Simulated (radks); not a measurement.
Values are calculated unless marked as measured or tabulated.
Valence configurations of the rhenium ion Re+ (all share [Xe]). Code: a radial shooting solver on a logarithmic mesh with Libxc functionals. Model: scalar-relativistic Kohn-Sham, PBE, spin-unpolarised, spherical densities, finite nucleus; Fermi nuclear charge, rms radius 5.3698 fm. Energies are relative to 4f14 5d5 6s1; eigenvalues in eV.

valence           E (eV)    e(4f)    e(5d)   e(6p)    e(6s)
4f14 5d5 6s1       0.000  -50.076  -12.944       -  -12.679
4f14 5d6           0.143  -47.405  -11.203       -        -
4f13 5d6 6s1      41.381  -59.789  -14.206       -  -12.933
4f12 5d7 6s1      91.440  -69.937  -15.453       -  -13.143
4f13 5d5 6s2      43.166  -62.954  -16.289       -  -13.980
4f14 5d5 6p1       5.802  -51.612  -14.285  -7.732        -
4f13 5d7          40.577  -56.898  -12.278       -        -
4f14 5d4 6s1 6p1   6.920  -54.597  -16.196  -8.306  -14.605
4f14 5d4.5 6s1.5   0.244  -51.524  -13.881       -  -13.171
4f11 5d7 6s1 6p1  161.34  -85.648  -20.572  -8.617  -15.465

NIST lists [Xe] 4f14 5d5 6s1 as the ground configuration; this level of theory agrees among the configurations tried. The energies are those of spherical spin-averaged densities, not of single terms.
